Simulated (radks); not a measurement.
Task: These are the eigenvalues of the occupied orbitals of an atom or ion with whole-number occupations (hartree). Calculated with a radial shooting solver on a logarithmic mesh with Libxc functionals: scalar-relativistic Kohn-Sham, r2SCAN, spin-polarised, spherical densities, finite nucleus; meta-GGA in the generalised Kohn-Sham scheme; Fermi nuclear charge, rms radius of each element as measured or else 0.836 A^(1/3) + 0.57 fm.

| orbital | eigenvalue |
|---|---|
| 1s up | -2459.324 |

Which element is it, and in what charge state? The configuration may be excited. Open shells, if any, are filled with parallel spins first.

Result: Z = 68, erbium, charge +67: Er67+ in 1s1. The 1s level, -2459.3 hartree, gives Z - s = 70.1 by -(Z - s)^2/2, which with screening and relativity narrows Z to a few neighbours, and with so few levels the electron count can be read from the list.
